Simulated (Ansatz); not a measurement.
```xyz
9

N     1.321   -1.046   -0.517
W    -0.163   -0.120   -0.477
N    -1.454   -0.912    0.397
N     0.235    1.515    0.492
F    -0.727    0.219   -2.241
H     1.930   -1.827   -0.336
H    -1.902   -1.642    0.927
H    -0.410    1.944    1.138
H     1.171    1.868    0.617
```

Total charge 0; spin multiplicity 1. W takes the def2 core potential.

**Question.** List the r2SCAN/def2-TZVPP orbital energies in eV (the Gaussian-basis code of Ansatz). (An estimate is asked.)

**Answer.** Computed: Occupied: -665.58, -385.52, -384.97, -384.97, -80.71, -44.48, -44.36, -44.22, -29.83, -22.26, -20.49, -20.20, -13.04, -12.21, -11.59, -11.34, -11.11, -10.30, -10.20, -8.07, -7.76, -7.27, -6.77, -6.65. Lowest empty: -1.41, -1.29, -0.45, -0.15, 0.14, 0.24, 1.85, 2.25.
